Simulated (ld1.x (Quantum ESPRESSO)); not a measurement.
**What the settings do to the PAW potential of Cd (Z = 48)**

Base potential:

* Element: cadmium
* Generator: ld1.x (Quantum ESPRESSO) 7.5
* Type: PAW
* Functional: LDA (PZ)
* Relativity: scalar-relativistic
* Frozen core: [Ar] 3d10 4s2
* Valence charge: 18
* Reference configuration: 4p6 4d10 5s1.75 5p0.25
* Partial waves: 5s (bound): rcut 2.10, rcutus 2.25 bohr; 5s channel at 0.2 Ry: rcut 2.10, rcutus 2.25 bohr; 4p (bound): rcut 1.30, rcutus 1.45 bohr; 5p (bound): rcut 1.30, rcutus 1.45 bohr; 4d (bound): rcut 1.15, rcutus 1.60 bohr; 4d channel at -0.6 Ry: rcut 1.15, rcutus 1.60 bohr
* Local potential: all-electron potential smoothed inside 2.10 bohr (lloc = -1)
* Core correction: a·sin(br)/r model core, default radius (core density twice the valence density)
* Augmentation charge: BESSEL, radius 1.00 bohr

Cutoffs, loose and tight: the cutoffs (Ry, on a coarse ladder) from which the occupation-weighted sum of valence levels, in a spherical-Bessel basis at the reference potential, stays within 10 and 1 mRy of its value at 400 Ry. They do not see the model core or the augmentation charge, which bear on the density cutoff. Test errors are all-electron minus pseudo excitation energies from the reference, over the configurations 4p6 4d10 5s2 5p0; 4p6 4d10 5s1 5p0; 4p6 4d10 5s0 5p0; 4p5 4d10 5s2 5p0; 4p6 4d9 5s0 5p0; 4p6 4d10 5s0 5p2; 4p6 4d10 5s1 5p1 (two spin-polarised tests are not counted in the largest error). A dash means not determined; rows that change the core or the reference have their own tests.

| change | outcome | cutoff, loose | cutoff, tight | bound ghosts | largest test error (meV) |
| --- | --- | --- | --- | --- | --- |
| base | generated | 60 Ry | 100 Ry | none | -53 |
| wave 4d channel at -0.6 Ry: rcut 1.15, rcutus 1.60 bohr becomes 4d channel at -0.8 Ry: rcut 1.15, rcutus 1.60 bohr | generated | 60 Ry | 100 Ry | none | -56 |
| wave 4d channel at -0.6 Ry: rcut 1.15, rcutus 1.60 bohr becomes 4d channel at -0.71 Ry: rcut 1.15, rcutus 1.60 bohr | generated | 60 Ry | 100 Ry | none | -52 |
| wave 4d channel at -0.6 Ry: rcut 1.15, rcutus 1.60 bohr becomes 4d channel at -0.54 Ry: rcut 1.15, rcutus 1.60 bohr | generated | 60 Ry | 100 Ry | none | -53 |
| wave 4d channel at -0.6 Ry: rcut 1.15, rcutus 1.60 bohr becomes 4d channel at -0.25 Ry: rcut 1.15, rcutus 1.60 bohr | generated | 60 Ry | 100 Ry | none | -52 |
| wave 4d channel at -0.6 Ry: rcut 1.15, rcutus 1.60 bohr becomes 4d channel at 0.36 Ry: rcut 1.15, rcutus 1.60 bohr | generated | 60 Ry | 100 Ry | none | -51 |
| wave 4d channel at -0.6 Ry: rcut 1.15, rcutus 1.60 bohr becomes 4d channel at 1.1 Ry: rcut 1.15, rcutus 1.60 bohr | generated | 60 Ry | 100 Ry | none | -46 |
| wave 4d channel at -0.6 Ry: rcut 1.15, rcutus 1.60 bohr becomes 4d channel at 3.08 Ry: rcut 1.15, rcutus 1.60 bohr | generated | 60 Ry | 100 Ry | none | -30 |
| wave 4d channel at -0.6 Ry: rcut 1.15, rcutus 1.60 bohr becomes 4d channel at 5.02 Ry: rcut 1.15, rcutus 1.60 bohr | generated | 60 Ry | 100 Ry | none | -56 |
